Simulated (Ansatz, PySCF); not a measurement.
Process, species as SMILES: [F][Ge]([Br])([Br])[Br] → [F][Ge]([Br])[Br] + Br atom (the Br-Ge bond at the site shown breaks; other sites are not compared here)
Structures are relaxed separately at B3LYP-D3(BJ)/def2-TZVP in Ansatz (a first-principles code). Frequencies are from Ansatz or PySCF.

Property: bond dissociation energy (enthalpy at 298 K, with B3LYP-D3(BJ) rigid-rotor harmonic-oscillator terms), in kcal/mol. Cores are frozen in the correlated levels unless marked. Open shells are spin-unrestricted. Spin-orbit coupling is left out. The frozen core is the preceding noble-gas configuration, with the filled d and f shells of earlier blocks. No relativistic terms. CBS marks a two-point X^-3 extrapolation of the correlation energy; Hartree-Fock from the larger set (for Q and 5 zeta extrapolated as (X+1)exp(-9√X)).

CCSD(T)/CBS(cc-pVQZ,cc-pV5Z) (Ansatz) gives 82.9 kcal/mol.

Another calculation gave 78.3 kcal/mol. Which level was it?
(A) BLYP/def2-TZVPD (Ansatz)
(B) PBE/def2-TZVPD (Ansatz)
(C) PBE-QIDH/def2-TZVPD (Ansatz)
(D) r2SCAN/def2-TZVPD (Ansatz)

D, r2SCAN/def2-TZVPD (Ansatz). The others give 66.6 (BLYP), 82.0 (PBE-QIDH), 75.2 (PBE) kcal/mol.
